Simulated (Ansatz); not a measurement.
Consider the germylene formation by 1,1-elimination: `[BH2][Ge]([F])([F])[AlH2]` → `[F][Ge][F]` + `[BH2][AlH2]`.

Program: Ansatz. Geometries: PBE0-D4/def2-TZVP. ΔE: electronic, gas phase. CBS: MP2 limit from def2 TZ/QZ plus the TZ coupled-cluster correction, frozen cores. This one scheme is used for every species. DFT in def2-TZVPP. HSE06 is defined as in plane-wave codes. For Ge outer-core shells are correlated without core-valence functions, which leaves a few kJ/mol of doubt a bond. Scalar relativity is left out up to krypton.

```tsv
level	ΔE (kJ/mol)	difference from CCSD(T)/CBS
BLYP-D4	44.3	-30.5
B97M-V	74.6	-0.2
r2SCANh-D4	86.0	11.2
BHLYP-D4	78.1	3.3
ωB97M-V	62.9	-11.9
B2PLYP	64.3	-10.5
PBE-QIDH	94.7	19.9
revPBE	47.7	-27.1
r2SCAN	80.8	6.0
HSE06	77.7	2.9
BHLYP	66.9	-7.9
CAM-B3LYP	59.7	-15.1
HF/def2-SVP	74.6	-0.2
MP2/def2-TZVPP	90.6	15.8
SCS-MP2/def2-TZVPP	81.7	6.9
CCSD(T)/def2-TZVPP	84.0	9.2
CCSD(T)/CBS	74.8	0
```

Q: What do rigid-rotor, harmonic-oscillator terms from PBE0-D4/def2-TZVP frequencies (298.15 K, 1 bar) make of the CCSD(T)/CBS value? (Best estimate.)

A: The calculation gave: ΔZPE = -6.7 kJ/mol, ΔH = +67.3 kJ/mol, ΔS = 124 J/(mol·K), ΔG = +30.3 kJ/mol. Modes under 50 cm⁻¹ make the entropy rough.

Largest T1 diagnostic among the species: 0.015.

From BLYP to BHLYP (50 % exact exchange), in def2-TZVPP and without D4, ΔE moves by +36.7 kJ/mol. At CCSD(T), def2-SVP lies −5.2 kJ/mol from the extrapolated value and def2-TZVPP +9.2 kJ/mol.
